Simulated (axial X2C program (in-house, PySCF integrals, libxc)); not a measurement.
**Potential curves of RbH, 2c**

Computed with an in-house all-electron X2C program for linear molecules (integrals from PySCF). Two-component (2c) means X2C with spin–orbit coupling and atomic mean-field two-electron Coulomb and Gaunt terms. Basis: Rb dyall-cv3z [12s13p8d4f1g], H dyall-v3z [6s2p1d] (cores contracted in-house); Gaussian nuclei, density fitting, unrestricted open shells. Masses: Rb 84.912 u, H 1.008 u.

State: Ω = 0 (closed shell). Energies in kJ/mol from the fragments at the same level (Rb + H). Fits are polynomials in 1 − R0/R over 0.85 to 1.23 times the lowest point R0.

| R (Å) | MP2 | CCSD(T) |
| --- | --- | --- |
| 2.0506 | -123.61 |  |
| 2.1449 | -135.00 | -155.66 |
| 2.2156 | -140.12 | -161.22 |
| 2.2863 | -142.86 | -164.37 |
| 2.3570 | -143.62 | -165.55 |
| 2.4395 | -142.45 | -164.88 |
| 2.5220 | -139.50 | -162.45 |
| 2.6281 | -133.72 | -157.35 |
| 2.7577 | -124.44 |  |
| 2.9463 | -108.25 |  |
| 3.2055 | -83.64 |  |
| 3.5355 | -51.98 |  |

Correlated methods: 10 electrons correlated (number of frozen shells: Rb 3 s, 2 p, 1 d; H none), 194 virtual spin orbitals or spinors in MP2, 106 natural virtuals in coupled cluster.

One determinant describes the state; a PBE0 search over occupations chose it and may have missed a lower one. The closed shell is kept restricted, so the energy runs too high when the bond is stretched far. De is counted from the lowest determinant-based energies of the atoms at the same level, without counterpoise correction. CCSD and (T) use frozen natural virtuals with an MP2 correction for the truncation; (T) itself is uncorrected, so its De runs slightly low. Coupled cluster ran on the points near the minimum only. MP2 and coupled cluster on one determinant become unreliable at the stretched end.

**Question.** What are Re, ωe and De at the MP2 level?

**Answer.** At MP2, 2c: Re = 2.352 Å, ωe ≈ 969 cm⁻¹, De = 1.49 eV to Rb + H; Be follows as 3.06 cm⁻¹.

**Question.** What are Re, ωe and De at the CCSD(T) level?

**Answer.** At CCSD(T), 2c: Re = 2.371 Å, ωe ≈ 942 cm⁻¹, De = 1.72 eV to Rb + H; Be follows as 3.01 cm⁻¹.
